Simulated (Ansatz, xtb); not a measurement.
**Two isomers of C3H6F2O2S**

Structure I is `CC(F)(F)S(C)(=O)=O`, a singlet and structure II is `C[S@](=O)COC(F)F`, a singlet. Both are isolated molecules in the gas phase, relaxed with B3LYP-D3(BJ)/def2-SVP; each stands in its lowest conformer found.

I (Å):

```xyz
14

C    -3.0389    0.8730    0.9631
C    -2.5635   -0.2073    0.0379
C    -0.4085   -1.8502   -0.8749
F    -2.7171    0.1254   -1.2663
F    -3.2138   -1.3796    0.2350
O    -0.6121   -1.0725    1.6699
O    -0.0296    0.6766   -0.1057
S    -0.7371   -0.5383    0.3103
H    -2.8853    0.5521    2.0017
H    -4.1078    1.0553    0.7798
H    -2.4646    1.7895    0.7733
H    -0.6241   -1.4714   -1.8812
H     0.6592   -2.0810   -0.7606
H    -1.0293   -2.7164   -0.6167
```

II (Å):

```xyz
14

C    -1.4623    0.1750   -1.0694
C     1.2423   -0.0958   -1.4958
C     1.1861   -0.6392   -3.7893
F     0.6098   -1.5518   -4.5762
F     2.5284   -0.7012   -3.9812
O    -0.1687    1.8792   -2.6841
O     0.8924   -1.0134   -2.4879
S    -0.0173    1.2736   -1.3020
H    -1.4659   -0.5702   -1.8759
H    -1.4172   -0.3021   -0.0792
H    -2.3412    0.8287   -1.1421
H     2.1909    0.4211   -1.7142
H     1.3210   -0.6263   -0.5353
H     0.8294    0.3742   -4.0273
```

Task: Estimate which is lower in electronic energy at CCSD(T)/def2-SVP + ΔMP2/def2-TZVPP, and by roughly how much.

Result: Not settled: CCSD(T)/def2-SVP + ΔMP2/def2-TZVPP gives E(II) − E(I) = +0.482 eV, but this leans on the basis-set step: CCSD(T) alone gives −0.271 eV.

The same difference at several levels:

```
                             level               geometry  E(II) − E(I) (eV)  departure from the last row (eV)  job, with rough time for the two
                          GFN2-xTB               GFN2-xTB              +0.020                            −0.463              optimisation, 0.11 s
                         HF/STO-3G               GFN2-xTB              −5.974                            −6.456              single point, 0.34 s
                r2SCAN-D4/def2-SVP               GFN2-xTB              −0.026                            −0.508               single point, 3.4 s
             B3LYP-D3(BJ)/def2-SVP  B3LYP-D3(BJ)/def2-SVP              −0.273                            −0.755                optimisation, 33 s
                       HF/def2-SVP  B3LYP-D3(BJ)/def2-SVP              −0.578                            −1.060           part of the CCSD(T) run
                      MP2/def2-SVP  B3LYP-D3(BJ)/def2-SVP              −0.060                            −0.542           part of the CCSD(T) run
                  CCSD(T)/def2-SVP  B3LYP-D3(BJ)/def2-SVP              −0.271                            −0.753                      single point
CCSD(T)/def2-SVP + ΔMP2/def2-TZVPP  B3LYP-D3(BJ)/def2-SVP              +0.482                                                  single point, 86 s
```

As drawn, II has 2 C–O in place of 1 C–C, 1 O=S.

HF/STO-3G, r2SCAN-D4/def2-SVP, B3LYP-D3(BJ)/def2-SVP, HF/def2-SVP, MP2/def2-SVP, CCSD(T)/def2-SVP put the two in the other order. GFN2-xTB finds them nearly level. The largest departure from CCSD(T)/def2-SVP + ΔMP2/def2-TZVPP is that of HF/STO-3G, 6.456 eV. The last row adds to CCSD(T) the change of the MP2 difference between the two basis sets, here +0.753 eV, a large step that makes the value less sure.

With thermal terms from frequencies at re-optimised GFN2-xTB minima (ideal gas, soft modes damped towards free rotors, one conformer each, 298.15 K, 1 atm): the zero-point term adds +0.023 eV; ΔH is +0.493 and ΔG +0.498 eV.

The correlated steps freeze 12 core orbitals. Mirror images aren't counted in ΔG. Codes used: Ansatz 0.2.0, xtb 6.7.1; the last row on 4 threads of Arm Neoverse V2 on a shared host.
